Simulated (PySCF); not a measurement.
Si(H)(F) cation (FHSi), SMILES F[SiH] (connectivity only; charge and spin as stated), charge +1, multiplicity 2.

Geometry optimised at PBE-D3(BJ)/def2-TZVPD. The multiplicity is an assumed one; other spin states were not compared. The isomer is the one that the SMILES or the coordinates give; other isomers of the formula were not compared.

All values below come from PBE-D3(BJ)/def2-TZVPD run with PySCF.

Frequencies are harmonic and unscaled.

Computed normal modes with their intensities:
```tsv
mode	ν (cm⁻¹)	IR (km/mol)	moving atoms (share of kinetic energy)
1	623	13.9	H 88 %
2	975	98.7	F 60 %, Si 40 %
3	1860	27.2	H 96 %
```
